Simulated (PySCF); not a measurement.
C$_{2}$H$_{7}$Al, charge -1, doublet, at a GFN2-xTB geometry (such geometries of metal compounds can be far from the true shape) (a state made from the parent by changing its charge; the spin is typed, not shown lowest) (in this run its highest filled SCF level lies above zero, so its values depend strongly on the basis, on diffuse functions most of all). Base run: TPSS/STO-3G run with PySCF.

Here is a job for PySCF.
```python
from pyscf import gto, scf, dft

mol = gto.M(
    atom='''
Al    0.72979096   -0.11447531   -0.08457774
C    -0.72047631   -1.52848099    0.40299154
H    -0.32993588   -2.55612122    0.33806958
H    -1.60409967   -1.51079989   -0.25270682
H    -1.11329866   -1.43071967    1.42773765
C    -0.27281966    1.71143823   -0.11954513
H     0.37240532    2.52707988   -0.48175300
H    -0.63344015    2.04226083    0.86761268
H    -1.15679819    1.72654885   -0.77482892
H     0.93766048   -0.40781324   -1.72529904
''',
    basis='sto-3g',
    charge=-1,
    spin=1,
    verbose=4,
)

mf = dft.UKS(mol)
mf.xc = 'tpss'
mf.kernel()
```

The base run was repeated with changes; each row names its change, and settings that it needs were set with it.

```
change                                           ΔE vs base (mEh)  fitting functions
-----------------------------------------------  ----------------  -----------------
base                                                        0.000                  -
auxbasis = default (with mf = mf.density_fit())            -1.419                404
auxbasis = def2-universal-jkfit                            -1.419                404
auxbasis = even-tempered beta=3.0                         -14.582                138
auxbasis = even-tempered beta=1.6                          -6.070                303
auxbasis = even-tempered beta=2.0                          -6.461                212
auxbasis = autoaux                                         -6.265                280
auxbasis = cc-pvtz-jkfit                                   -0.231                489
auxbasis = cc-pvtz-ri                                      -3.142                494
auxbasis = def2-svp-ri                                    -21.963                256
```

A fitting set is made for a task (jfit for Coulomb, jkfit for Coulomb and exchange, ri for correlation) and for a family of orbital bases.

Open shells are given as the SCF converged; they aren't shown to be the lowest states, and a large step between rows can be another state.
